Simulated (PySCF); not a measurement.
Compound: C3H4O4Si.
Atom-mapped SMILES: `[CH3:1][SiH:2]1[O:3][C:4](=[O:5])[C:6](=[O:7])[O:8]1`

Cartesian coordinates in Å at the GFN2-xTB level; atoms count from 1:
```xyz
12
C3H4O4Si angstrom
C     -1.832    0.500   -0.642
Si    -0.639   -0.224    0.622
O      0.563    0.860    1.010
C      1.785    0.453    0.656
O      2.784    1.068    0.851
C      1.687   -0.923   -0.038
O      2.599   -1.553   -0.472
O      0.410   -1.308   -0.085
H     -2.415    1.302   -0.202
H     -1.311    0.900   -1.511
H     -2.526   -0.259   -0.988
H     -1.104   -0.817    1.861
```

Probes without a nucleus sit at each ring's centroid and 1 Å off its mean plane on both sides; NICS is minus the shielding there, NICSzz its component along the normal. Level: GIAO PBE0/pcSseg-1 (PySCF, non-relativistic, gas phase) on the GFN2-xTB geometry, one conformer.

Ring bond lengths (Å), with Mayer bond orders in brackets: Si2–O3 1.665 (0.89), O3–C4 1.335 (1.02), C4–C6 1.544 (0.92), C6–O8 1.335 (1.02), O8–Si2 1.665 (0.89).

Problem. What do the NICS probes read (ppm)?

Solution. 
```json
{"ring": "Si2–O3–C4–C6–O8", "type": "5-membered ring with 2 O and Si; formal bonds all single", "NICS(0)": "-1.5", "NICS(1), two faces": "-2.1 / -1.9", "NICS(1)zz, two faces": "-1.4 / -2.4", "rms pucker (Å)": "0.01", "centre to ring atoms, mean (Å)": "1.28"}
```

Problem. What do they say, and how far can they be read as aromaticity?

Solution. 
- Si2–O3–C4–C6–O8: mean NICS(1)zz -1.9 ppm, near zero. Si2 has four or more neighbours, so the value isn't read as a sign of a π ring current.

Problem. List the ring angles and the Hirshfeld charges of the ring atoms.

Solution. 
- Si2–O3–C4–C6–O8: Si2 93.9° (+0.530 e), O3 113.6° (-0.202 e), C4 109.5° (+0.197 e), C6 109.4° (+0.197 e), O8 113.6° (-0.202 e); sum 540.0° against 540° for a flat convex ring.

Cost: about 60 s of CPU time on one thread; the machine was shared, so the figure is rough. This is the whole shielding run at PBE0/pcSseg-1, SCF included.
